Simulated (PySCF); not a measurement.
# Ionising SnAs

PBE0; Sn def2-SVP with ECP28, As def2-SVP; scalar-relativistic core potentials (PySCF 2.14). Neutral (UKS): doublet (π ↑), Re = 2.442 Å, ωe = 290 cm⁻¹, De = 2.56 eV, HOMO -5.84 eV, LUMO -4.05 eV.

SnAs⁺ (UKS): triplet (π ↑↑), Re = 2.617 Å, ωe = 234 cm⁻¹, De = 2.21 eV to Sn⁺ + As. The energies at the minima are -2449.61281 hartree for SnAs and -2449.33127 for SnAs⁺.

Task: Work out the adiabatic ionisation energy, without and with harmonic zero-point energies (1 hartree = 27.2114 eV, 1 eV = 8065.5 cm⁻¹), and the change of the bond length.

Result: At PBE0: 0.28154 hartree = 7.661 eV between the minima; the zero-point term (234.0 − 290.0)/2 cm⁻¹ = -0.003 eV makes it 7.658 eV. Re changes by +17.5 pm against the neutral. The electron leaves a π orbital, and the longer bond of the ion fits a bonding orbital, or a change in how ionic the bond is.

These are scalar-relativistic numbers at best; spin–orbit coupling would shift them, the dissociation energy most. For an ion De counts to the pair picked by the measured ionisation energies or electron affinities, which need not be the lowest pair at this level. States were picked by a PBE0 search and need not be the measured ground states.
